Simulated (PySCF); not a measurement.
Ionisation energy of Zr³⁹⁺ by level of theory

Zr³⁹⁺ 1s1 (2S) → Zr⁴⁰⁺ (bare nucleus), as a difference of total energies. Computed with PySCF 2.14 in an uncontracted even-tempered set (17 s from 62 bohr⁻², ratio 2.2; 7 p from 95 bohr⁻², ratio 2.4; 4 d from 280 bohr⁻², ratio 2.4; 3 f from 430 bohr⁻², ratio 2.4; 3 g from 640 bohr⁻², ratio 2.4), with scalar relativity by spin-free X2C-1e. The calculations carry no spin-orbit coupling.

| method | ionisation energy (eV) | difference from reference (eV) |
| --- | --- | --- |
| UHF | 22253.1 | +16.4 |
| LDA | 22205.2 | -31.5 |
| PBE | 22248.2 | +11.5 |
| PBE0 | 22249.5 | +12.8 |
| r2SCAN | 22254.2 | +17.5 |
| revPBE | 22253.5 | +16.8 |
| PBEsol | 22232.5 | -4.2 |

Reference: 22236.7 eV (theoretical estimate listed by NIST; NIST Atomic Spectra Database, ionization energies).

For one electron Hartree-Fock is exact for this Hamiltonian up to the basis; QED and nuclear recoil make up the gap, and the density functionals add self-interaction.
